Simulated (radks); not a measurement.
Problem. All-electron atom: Pd V in [Ar] 3d10 4s2 4p5.75 4d6.25 (fractional occupations, a model configuration). Calculated with a radial shooting solver on a logarithmic mesh with Libxc functionals: scalar-relativistic Kohn-Sham, r2SCAN, spin-polarised, spherical densities, finite nucleus; open shells are filled with parallel spins first (spin-orbit coupling, left out, can overturn this in heavy ions); meta-GGA in the generalised Kohn-Sham scheme; Fermi nuclear charge, rms radius 4.5318 fm. Some entries of the table are withheld. Estimate them.

orbital,occ.,eigenvalue (Ry),<r> (bohr),<1/r> (bohr^-1)
1s up,1,-1784.175,0.03186,48.23
1s down,1,-1784.170,0.03186,48.23
2s up,1,-265.3590,0.1383,10.96
2s down,1,-265.2728,0.1383,10.96
2p up,3,-238.1593,0.1206,10.58
2p down,3,-238.0921,0.1206,10.58
3s up,1,-51.89542,0.3783,3.842
3s down,1,-51.87049,0.3783,3.839
3p up,3,-42.88725,0.3780,3.653
3p down,3,-42.85170,0.3780,3.651
3d up,5,-28.62902,0.3574,3.420
3d down,5,-28.55869,0.3574,3.419
4s up,1,-10.87954,(1),1.465
4s down,1,-10.53746,(2),1.472
4p up,3,-8.24876,1.014,1.329
4p down,2.75,-7.89501,1.013,1.334
4d up,5,-4.38213,1.236,(3)
4d down,1.25,-4.03390,1.253,(4)

Solution. 
(1) 4s up <r> (bohr): 0.9357
(2) 4s down <r> (bohr): 0.9331
(3) 4d up <1/r> (bohr^-1): 1.063
(4) 4d down <1/r> (bohr^-1): 1.055
